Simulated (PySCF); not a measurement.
How methods differ on the excitation energy of Co²⁺

Co²⁺ [Ar] 3d7 (4F) → Co²⁺ [Ar] 3d6 4s1 (6D), as a difference of total energies. All numbers are calculated (PySCF 2.14, the spin-free X2C one-electron Hamiltonian (Gaussian nucleus), in aug-cc-pwCVTZ-DK (10s9p7d4f3g, 127 functions)). Correlated levels: valence: [Ar] frozen; valence and next inner shell: [Ne] frozen; nothing frozen. The calculations carry no spin-orbit coupling.

```
                                method  excitation energy (cm⁻¹)
                                   UHF                     35232
                                   LDA                     45650
                                   PBE                     45781
                                  PBE0                     44942
                                r2SCAN                     44819
                             BHandHLYP                     44334
                         MP2 (valence)                     46125
                     SCS-MP2 (valence)                     49372
    MP2 (valence and next inner shell)                     47044
SCS-MP2 (valence and next inner shell)                     48794
                   MP2 (all electrons)                     47198
               SCS-MP2 (all electrons)                     48834
```

Problem. Estimate what TPSSh gives.

Solution. 47893 cm⁻¹, closest to MP2 (all electrons) among the rows shown.

Problem. Estimate what wB97M-V gives.

Solution. 48556 cm⁻¹, closest to SCS-MP2 (valence and next inner shell) among the rows shown.

A first-order spin-orbit estimate (lowest level to lowest level, LS coupling) adds 0.031 eV.
